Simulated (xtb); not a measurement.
H$_{7}$B$_{3}$N$_{3}$ (SMILES B1NB[NH2+]BN1), charge +1, singlet, from a rough starting geometry; GFN2-xTB run with xtb.

xtb was given this input:
```
$ xtb mol.xyz --gfn 2 --chrg 1 --opt vtight --json

# file mol.xyz
13

B      0.94209584    -1.22793609     0.18709904
N      1.46146923     0.02385714     0.30318668
B      0.72153648     1.23699413     0.07487484
N     -0.71618713     1.10132881    -0.17749099
B     -1.36467124    -0.37919438    -0.29519324
N     -0.49890124    -1.37349333    -0.03390969
H      1.58487834    -2.21901980     0.33771791
H      2.41693131     0.15609542     0.47163628
H      1.14272633     2.32359895     0.21114520
H     -0.97754942     1.49475283    -1.04714116
H     -1.28384288     1.66109063     0.44698225
H     -2.49674381    -0.45250496    -0.41519340
H     -0.86259424    -2.37851181    -0.08456942
```

What does xtb print? Leave out banner, timings and long lists.


```
   ID    Z sym.   atoms
    1    5 B      1, 3, 5
    2    7 N      2, 4, 6
    3    1 H      7-13

           -------------------------------------------------
          |                Calculation Setup                |
           -------------------------------------------------

           -------------------------------------------------
          |                 G F N 2 - x T B                 |
           -------------------------------------------------

          ...................................................
          :                      SETUP                      :
          :.................................................:
          :  # basis functions                  31          :
          :  # atomic orbitals                  31          :
          :  # shells                           19          :
          :  # electrons                        30          :
          :  max. iterations                   250          :
          :  Hamiltonian                  GFN2-xTB          :
          :  restarted?                      false          :
          :  GBSA solvation                  false          :
          :  PC potential                    false          :
          :  electronic temp.          300.0000000     K    :
          :  accuracy                    1.0000000          :
          :  -> integral cutoff          0.2500000E+02      :
          :  -> integral neglect         0.1000000E-07      :
          :  -> SCF convergence          0.1000000E-05 Eh   :
          :  -> wf. convergence          0.1000000E-03 e    :
          :  Broyden damping             0.4000000          :
          :  net charge                          1          :
          :  unpaired electrons                  0          :
          ...................................................

 iter      E             dE          RMSdq      gap      omega  full diag
   1    -15.8795726 -0.158796E+02  0.102E+01    5.01       0.0  T
   2    -15.9742380 -0.946654E-01  0.645E+00    3.99       1.0  T
   3    -15.9663542  0.788385E-02  0.193E+00    4.47       1.0  T
   4    -15.9896223 -0.232681E-01  0.832E-01    3.95       1.0  T
   5    -15.9950806 -0.545837E-02  0.377E-01    4.34       1.0  T
   6    -15.9959401 -0.859470E-03  0.107E-01    4.24       1.0  T
   7    -15.9960367 -0.966155E-04  0.465E-02    4.25       1.0  T
   8    -15.9960504 -0.137222E-04  0.125E-02    4.26       2.2  T
[...]
 * total energy  :   -15.7969784 Eh     change       -0.4392908E-03 Eh
 * total energy  :   -15.7971516 Eh     change       -0.1731783E-03 Eh
 * total energy  :   -15.7971665 Eh     change       -0.1498378E-04 Eh
 * total energy  :   -15.7971714 Eh     change       -0.4905966E-05 Eh
 * total energy  :   -15.7971736 Eh     change       -0.2170292E-05 Eh
 * total energy  :   -15.7971747 Eh     change       -0.1112830E-05 Eh
 * total energy  :   -15.7971759 Eh     change       -0.1131524E-05 Eh
 * total energy  :   -15.7971778 Eh     change       -0.1980079E-05 Eh
 * total energy  :   -15.7971792 Eh     change       -0.1368096E-05 Eh
 * total energy  :   -15.7971796 Eh     change       -0.4029067E-06 Eh
 * total energy  :   -15.7971798 Eh     change       -0.1647359E-06 Eh
 * total energy  :   -15.7971798 Eh     change       -0.4844834E-07 Eh
   *** GEOMETRY OPTIMIZATION CONVERGED AFTER 15 ITERATIONS ***
         :: total energy             -15.797179826143 Eh    ::
[...]
    11   1 H        0.859     0.251     0.881     1.471
    12   1 H        0.940    -0.027     3.562     2.951
    13   1 H        0.860     0.213     1.044     1.601

 Mol. C6AA /au·bohr⁶  :       1396.139658
 Mol. C8AA /au·bohr⁸  :      33894.507008
 Mol. α(0) /au        :         58.982368

Wiberg/Mayer (AO) data.
largest (>0.10) Wiberg bond orders for each atom

 ---------------------------------------------------------------------------
     #   Z sym  total        # sym  WBO       # sym  WBO       # sym  WBO
 ---------------------------------------------------------------------------
     1   5 B    3.387 --     6 N    1.146     2 N    1.146     7 H    0.975
     2   7 N    3.580 --     3 B    1.444     1 B    1.146     8 H    0.927
     3   5 B    3.402 --     2 N    1.444     9 H    0.972     4 N    0.874
     4   7 N    3.587 --    11 H    0.894    10 H    0.893     5 B    0.874
                             3 B    0.874
     5   5 B    3.402 --     6 N    1.444    12 H    0.972     4 N    0.874
     6   7 N    3.580 --     5 B    1.444     1 B    1.146    13 H    0.927
     7   1 H    0.999 --     1 B    0.975
     8   1 H    0.955 --     2 N    0.927
     9   1 H    0.999 --     3 B    0.972
    10   1 H    0.937 --     4 N    0.893
    11   1 H    0.937 --     4 N    0.894
    12   1 H    0.999 --     5 B    0.972
    13   1 H    0.955 --     6 N    0.927
 ---------------------------------------------------------------------------

Topologies differ in total number of bonds
Writing topology from bond orders to xtbtopo.mol

molecular dipole:
                 x           y           z       tot (Debye)
 q only:       -0.403       0.567      -0.102
   full:       -0.599       0.838      -0.149       2.646
molecular quadrupole (traceless):
                xx          xy          yy          xz          yz          zz
 q only:        2.381      -1.879       3.948       1.826      -0.709      -6.329
  q+dip:        2.397      -3.477       5.026       2.106      -1.091      -7.423
   full:        1.075      -3.043       3.245       1.203      -0.851      -4.320

optimized geometry written to: xtbopt.xyz

           -------------------------------------------------
          | TOTAL ENERGY              -15.797179826143 Eh   |
          | GRADIENT NORM               0.000030274644 Eh/α |
          | HOMO-LUMO GAP               4.484408877058 eV   |
           -------------------------------------------------

normal termination of xtb
```
